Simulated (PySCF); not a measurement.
Field gradients from PBE0/pcSseg-1 densities (PySCF, non-relativistic) at GFN2-xTB geometries, isolated species, one conformer each; χzz is the principal value of largest magnitude, with Q(14N) = 0.02044 b, Q(17O) = −0.0256 b. GFN2-xTB bond lengths can be off by several hundredths of an ångström, more for odd bonds, and the gradients follow them. With a basis this small, the couplings can be 20 % off.

(1) These 14N couplings (χzz in MHz, η) are listed in rising order: (-5.665, 0.36); (-4.515, 0.35); (-4.332, 0.36); (-3.774, 0.35); (-2.700, 0.15); (-1.882, 0.82). Assign them to: the silicon-bound nitrogen of `N[Si@@H](CCC1CC1)O[SiH3]`; N10 (pyridine-type nitrogen) in `[CH:1]#[C:2][c:3]1[cH:4][cH:5][c:6]([SiH3:7])[c:8]2[nH:9][n:10][n:11][c:12]12`; the nitrogen bridging silicon atoms of `CC[C@]1(OC)C[SiH2]N[SiH2]1`; N3 (pyrrole-type nitrogen) in `[NH2:1][SiH2:2][n:3]1[cH:4][cH:5][cH:6][cH:7]1`; the pyrrole-type nitrogen of `C=Cn1cpc([SiH3])c1F`; the silicon-bound nitrogen of `CC(C)O[Si@H]1C[Si@H](N)C1`.

(2) Rank these 17O sites by the size of the quadrupole coupling, smallest first.
A. O9 (silyl ether oxygen) in `[CH3:1][O:2][C@@H:3]1[CH2:4][Si@@H:5]([C:6]([NH2:7])=[O:8])[O:9]1`
B. The silyl ether oxygen of `CC(C)O[Si@H]1CC[SiH2]N1`
C. The siloxane oxygen of `N[Si@@H](CCC1CC1)O[SiH3]`
D. The ether oxygen of `CC[C@]1(OC)C[SiH2]N[SiH2]1`

Results:

(1) -5.665 MHz, η 0.36: N10 (pyridine-type nitrogen) in `[CH:1]#[C:2][c:3]1[cH:4][cH:5][c:6]([SiH3:7])[c:8]2[nH:9][n:10][n:11][c:12]12`; -4.515 MHz, η 0.35: the silicon-bound nitrogen of `N[Si@@H](CCC1CC1)O[SiH3]`; -4.332 MHz, η 0.36: the silicon-bound nitrogen of `CC(C)O[Si@H]1C[Si@H](N)C1`; -3.774 MHz, η 0.35: the nitrogen bridging silicon atoms of `CC[C@]1(OC)C[SiH2]N[SiH2]1`; -2.700 MHz, η 0.15: the pyrrole-type nitrogen of `C=Cn1cpc([SiH3])c1F`; -1.882 MHz, η 0.82: N3 (pyrrole-type nitrogen) in `[NH2:1][SiH2:2][n:3]1[cH:4][cH:5][cH:6][cH:7]1`.

(2) C (6.494 MHz), A (8.906 MHz), B (9.784 MHz), D (12.49 MHz).

All sites together:

```
nucleus                                                                                                           site  Vzz (au)     η  χzz (MHz)
    14N                                                         the silicon-bound nitrogen of N[Si@@H](CCC1CC1)O[SiH3]    -0.940  0.35     -4.515
    14N  N10 (pyridine-type nitrogen) in [CH:1]#[C:2][c:3]1[cH:4][cH:5][c:6]([SiH3:7])[c:8]2[nH:9][n:10][n:11][c:12]12    -1.180  0.36     -5.665
    14N                                              the nitrogen bridging silicon atoms of CC[C@]1(OC)C[SiH2]N[SiH2]1    -0.786  0.35     -3.774
    14N                                   N3 (pyrrole-type nitrogen) in [NH2:1][SiH2:2][n:3]1[cH:4][cH:5][cH:6][cH:7]1    -0.392  0.82     -1.882
    14N                                                               the pyrrole-type nitrogen of C=Cn1cpc([SiH3])c1F    -0.562  0.15     -2.700
    14N                                                        the silicon-bound nitrogen of CC(C)O[Si@H]1C[Si@H](N)C1    -0.902  0.36     -4.332
    17O                                                              the silyl ether oxygen of CC(C)O[Si@H]1CC[SiH2]N1     1.627  0.35     -9.784
    17O                   O9 (silyl ether oxygen) in [CH3:1][O:2][C@@H:3]1[CH2:4][Si@@H:5]([C:6]([NH2:7])=[O:8])[O:9]1     1.481  0.36     -8.906
    17O                                                                the siloxane oxygen of N[Si@@H](CCC1CC1)O[SiH3]     1.080  0.04     -6.494
    17O                                                                 the ether oxygen of CC[C@]1(OC)C[SiH2]N[SiH2]1     2.077  0.89     -12.49
```
